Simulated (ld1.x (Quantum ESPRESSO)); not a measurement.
# Reading a pseudo-wave (chromium)

Columns: radius, all-electron u(r) and pseudo u(r) of the 3p shell (level -49.17 eV) of chromium in the configuration [Ne] 3s2 3p6 3d4 4s2 4p0; LDA (PZ), scalar-relativistic, TM semilocal scheme, ld1.x (Quantum ESPRESSO) 7.5.

```csv
r (bohr),all-electron,pseudo
0.093,0.4458,-0.0398
0.185,0.5474,-0.1515
0.278,0.2377,-0.3201
0.370,-0.1893,-0.5166
0.463,-0.5742,-0.7154
0.555,-0.8492,-0.8850
0.648,-1.0159,-1.0088
0.740,-1.0891,-1.0750
0.833,-1.0949,-1.0868
0.925,-1.0552,-1.0539
1.018,-0.9870,-0.9889
1.110,-0.9048,-0.9070
1.203,-0.8156,-0.8169
1.295,-0.7274,-0.7279
1.388,-0.6419,-0.6420
1.480,-0.5631,-0.5632
1.573,-0.4904,-0.4904
1.665,-0.4256,-0.4256
1.758,-0.3675,-0.3675
1.850,-0.3167,-0.3167
1.943,-0.2718,-0.2718
2.035,-0.2330,-0.2330
2.128,-0.1992,-0.1992
2.220,-0.1702,-0.1702
2.313,-0.1450,-0.1450
2.405,-0.1236,-0.1236
```

(1) How many radial nodes do the two functions have?

(2) At about which radius was the pseudo-wave matched?

(3) Where does each function peak?

(4) Is the pseudo-wave norm-conserving?

Answers

(1) The all-electron 3p function has n − l − 1 = 1; the pseudo-wave has 0, since the states of the same l below it are removed with the core.

(2) 1.55 bohr. The columns agree to 0.0005 from 1.29 bohr on; several derivatives are matched, so the curves merge somewhat inside the radius.

(3) Outermost all-electron maximum near 0.83 bohr, pseudo maximum near 0.83 bohr (to the table’s step).

(4) Yes: the TM semilocal scheme keeps the norm inside the radius equal to the all-electron one, which fixes the energy derivative of the logarithmic derivative at the level.
